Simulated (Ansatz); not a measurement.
# C5H9AlO2: where a starting geometry ends

The starting geometry of this gas-phase singlet was optimised with GFN2-xTB.

```tsv
atom	x (Å)	y (Å)	z (Å)
C	-1.0087	-0.3578	2.6960
C	0.2524	0.0689	1.9431
C	0.1692	-0.3106	0.4893
C	-0.4091	0.5466	-0.4428
C	0.6182	-1.5513	0.0474
Al	-0.0801	-1.1698	-2.6603
O	-0.5500	0.2899	-1.6748
O	0.5548	-1.9606	-1.1501
H	-1.1419	-1.4349	2.6338
H	-0.9356	-0.0773	3.7435
H	-1.8863	0.1208	2.2691
H	1.1222	-0.4105	2.3942
H	0.3777	1.1491	2.0308
H	-0.7747	1.5231	-0.0960
H	1.1050	-0.7977	-3.5728
H	-1.3537	-1.9024	-3.1232
H	1.0646	-2.2366	0.7812
```

Question: Predict what becomes of its bonds when it is optimised with PBE0-D3(BJ)/def2-SVP.

Answer: It keeps its bonds.

The energy falls by 0.13 eV over 11 steps:

```json
{"step": "1", "E − E(last) (eV)": "0.130"}
{"step": "2", "E − E(last) (eV)": "0.024"}
{"step": "3", "E − E(last) (eV)": "0.003"}
{"step": "4", "E − E(last) (eV)": "0.001"}
{"step": "5", "E − E(last) (eV)": "0.000"}
{"step": "7", "E − E(last) (eV)": "0.000"}
{"step": "8", "E − E(last) (eV)": "0.000"}
{"step": "9", "E − E(last) (eV)": "0.000"}
{"step": "10", "E − E(last) (eV)": "0.000"}
{"step": "11", "E − E(last) (eV)": "0.000"}
```

Final geometry (Å):

```xyz
17

C    -1.0200   -0.3612    2.7196
C     0.2209    0.0546    1.9362
C     0.1641   -0.3150    0.4759
C    -0.3951    0.5674   -0.4583
C     0.6407   -1.5586    0.0394
Al   -0.0763   -1.1668   -2.6614
O    -0.5378    0.3656   -1.7008
O     0.6179   -2.0061   -1.1454
H    -1.1708   -1.4512    2.6731
H    -0.9415   -0.0749    3.7796
H    -1.9254    0.1110    2.3072
H     1.1165   -0.4019    2.3894
H     0.3705    1.1433    2.0277
H    -0.7450    1.5502   -0.0917
H     1.1093   -0.8222   -3.6595
H    -1.4002   -1.9177   -3.1155
H     1.0962   -2.2275    0.7930
```

The end wasn't checked by frequencies. Run with Ansatz 0.2.0, 33 s on 4 threads of Arm Neoverse V1, with other jobs on the host.
